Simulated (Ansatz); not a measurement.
```yaml
crystal:
  periodic: [false, false, false]
  atoms:
    - {symbol: N, position_ang: [-1.022285, 1.889567, -1.616153]}
    - {symbol: Sn, position_ang: [0.332152, 2.071376, -0.135408]}
    - {symbol: N, position_ang: [0.338490, 0.054693, 0.381344]}
    - {symbol: Si, position_ang: [1.289285, -0.413011, 1.743854]}
    - {symbol: Si, position_ang: [-0.507359, -1.161413, -0.503933]}
    - {symbol: H, position_ang: [-1.557768, 1.073513, -1.872454]}
    - {symbol: H, position_ang: [-1.300082, 2.687015, -2.167361]}
    - {symbol: H, position_ang: [2.343787, -1.403737, 1.388279]}
    - {symbol: H, position_ang: [0.466713, -1.010090, 2.832750]}
    - {symbol: H, position_ang: [1.955336, 0.810296, 2.278403]}
    - {symbol: H, position_ang: [0.032540, -1.331456, -1.881534]}
    - {symbol: H, position_ang: [-1.956367, -0.836252, -0.641402]}
    - {symbol: H, position_ang: [-0.393943, -2.465401, 0.208316]}
basis:
  gaussian: {orbitals: def2-SVP}
hamiltonian: {xc: {name: wB97X-D}}
scf: {lower_state_search: off}
output: {forces: true}
```

```sh
$ ansatz run in.yaml --threads 4 --pin off --events-out ev --progress --plain --max-ram 11315MiB
```

Shortened log:

```
Error: YAML parse error: error: line 19 column 19: hamiltonian.xc: no functional is named "wB97X-D"; the names, which are not case-sensitive, are SVWN5, SPW92, PBE, PBE0, PBEsol, revPBE, revPBE0, RPBE, rPW86-PBE, HSE06, wPBEh, LC-wPBE, HISS, HF, BLYP, B3LYP, B3LYP5, BHLYP, CAM-B3LYP, r2SCAN, r2SCANh, r2SCAN0, r2SCAN50, m-r2SCAN, B97, wB97, wB97X, wB97X-V, B97M-V, wB97M-V, B2PLYP, B2GP-PLYP, PBE0-DH, PBE-QIDH
17 | basis:
18 |   gaussian: {orbitals: def2-SVP}
19 | hamiltonian: {xc: {name: wB97X-D}}
20 | scf: {lower_state_search: off}
21 | output: {forces: true}
```

Question: Something in this input is off. What?

Answer: The method's name isn't one that the program takes here. The input was rejected before any iteration.

HSE06 is defined as in plane-wave codes.
